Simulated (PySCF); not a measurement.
arsine (AsH₃), SMILES [AsH3].

Geometry optimised at PBE-D3(BJ)/def2-TZVPD.

Computed with PBE/def2-TZVPD (PySCF).

The molecule is in vacuum.

| Item | Result |
|---|---|
| total energy | -2237.31746 hartree |
| point group | C3v |
| highest occupied level | -6.79 eV |
| lowest empty level | -0.48 eV |
| orbital gap | 6.31 eV |
| dipole moment | 0.048 e·Å |
| quadrupole, principal values (traceless, Buckingham form, about the centre of nuclear charge) | -1.81, 0.91, 0.91 D·Å |
| mean static polarisability | 36.6 bohr³ (5.43 Å³) |
| polarisability, principal values | 36.1, 36.1, 37.7 bohr³ |
